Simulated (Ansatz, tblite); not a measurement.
Cost and result up the ladder for the cluster Hf2O5H2 (9 atoms). The state is a singlet with charge 0. Geometry: r2SCAN-D4/def2-SVP.

```xyz
9

Hf   -1.318   -0.476   -1.148
Hf    0.256    0.453    1.224
O    -1.941   -1.150   -2.932
O    -0.481   -1.227    0.494
O     2.170    0.637    1.478
O    -0.598    1.216   -0.384
O    -0.440   -1.021   -2.774
H     3.116    0.626    1.322
H    -0.766    0.943    2.719
```

Ansatz on 4 threads of Arm Neoverse V2 on a shared host; xTB runs through tblite on one thread. Times are rough, summed over both states, and most runs start from the orbitals of an earlier one. PBE0-D4/def2-TZVP serves as the yardstick here, not as an exact answer. The other state is a triplet.

In the def2 sets Hf takes a core potential; there is no spin–orbit coupling. The xTB rows come from tblite. The structure holds one bond between oxygen atoms, so isomers without such links may lie far lower. HOMO above LUMO, or a gap near zero within one spin, warns that the state may not be the lowest or that an electron is smeared out. The structure comes from a short search, and lower isomers may exist.

xTB has no spin-polarisation term.

```tsv
level	functions	vertical triplet (eV)	difference from PBE0-D4/def2-TZVP (eV)	remarks
GFN1-xTB	42	3.38	0.51	–
PBE0-D4/def2-TZVP	247	2.86	0.00	–
r2SCAN-D4/def2-TZVP	247	2.71	-0.15	–
PBE-D4/def2-TZVP (with forces)	247	2.70	-0.17	gap within one spin near zero (triplet)
GFN2-xTB	40	3.03	0.16	–
```

**Question.** Estimate how long each takes.

**Answer.** GFN2-xTB 0.016 s; GFN1-xTB 0.02 s; PBE-D4/def2-TZVP (with forces) 9.8 s; r2SCAN-D4/def2-TZVP 19 s; PBE0-D4/def2-TZVP 20 s. On shared hardware such times vary by a factor of up to 3.
